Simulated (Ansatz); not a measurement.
A structure relaxed at PBE-D4/def2-SVP in Ansatz, charge 0, doublet:

```xyz
8

Ta   -0.359   -1.813   -1.993
Si    1.384   -2.290   -0.306
Si    0.313    1.424    0.435
Si   -0.395    2.550    2.290
Si    1.530   -0.014   -1.036
Si   -0.550   -0.861    0.280
Si   -1.190    0.392    2.187
Si   -0.733    0.613   -1.857
```

**Question.** Give its formula.

**Answer.** the cluster TaSi₇ (the lowest doublet isomer of a short search).

**Question.** Summarise the bond lengths by kind (pairs closer than 1.2 times the sum of covalent radii, bridged metal pairs left out).

**Answer.** 12 × Si–Si 2.28 to 2.65 Å; 4 × Si–Ta 2.46 to 2.78 Å. The metal has 4 neighbours: Si 2.47 Å, Si 2.78 Å, Si 2.47 Å, Si 2.46 Å.

In the def2 sets Ta takes a core potential; there is no spin–orbit coupling. The structure comes from a short search, and lower isomers may exist.
